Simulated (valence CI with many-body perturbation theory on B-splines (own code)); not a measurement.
# Questions on Tl

Calculated by configuration interaction combined with many-body perturbation theory (CI+MBPT): three valence electrons over a frozen Dirac-Fock core [Xe] 4f14 5d10, a basis of 9 s, 9 p, 8 d, 6 f, 3 g, 1 h functions for each j, with the one-electron correlation potential Σ1 (screened to all orders), the two-electron term Σ2, the three-electron term Σ3, Breit, model QED; selected single and double excitations, second order for the rest, scaled by the run's own slope (own B-spline code, finite nucleus).

Against 11 measured levels this calculation errs by 215 cm⁻¹ on average and by 347 at most. These come from a selection out of the NIST Handbook of Basic Atomic Spectroscopic Data. Levels without a partner in it may be off by more.

Rates and lifetimes use the calculated energies. Strong lines usually hold to 10 to 20 %, long lifetimes can be off by a factor of two.

(1) What is the ground level?

(2) How well does LS coupling describe the low levels?

(3) What are the static dipole polarisabilities of the lowest levels?

(4) Among levels below 44275 cm⁻¹, which E1 lines absorb most strongly from the ground level?

(5) Where does the other parity begin?

Results:

(1) 6s²6p ²P°_1/2, composition 96 % 6s²6p ²P°, g = 0.666.

(2) Among the lowest 17 levels the leading LS term, summed over configurations, holds 100 % on average. For single configurations the figures are 94 % in LS and 94 % in jj coupling. Terms hardly mix: every one of these levels is at least 95 % one term.

(3) 6s²6p ²P°_1/2 51.4; 6s²6p ²P°_3/2 82.7 (tensor -26) bohr³, of which the core gives 4.98. The recommended value for the atom is 50 ± 2 bohr³ (Schwerdtfeger and Nagle, table of static dipole polarizabilities (2023 update)).

(4) to 6s²6d ²D_3/2 at 278.2 nm, f = 0.297; to 6s²7s ²S_1/2 at 377.8 nm, f = 0.129; to 6s²7d ²D_3/2 at 239.4 nm, f = 0.0805.

(5) At 6s²7s ²S_1/2, 26471 cm⁻¹.
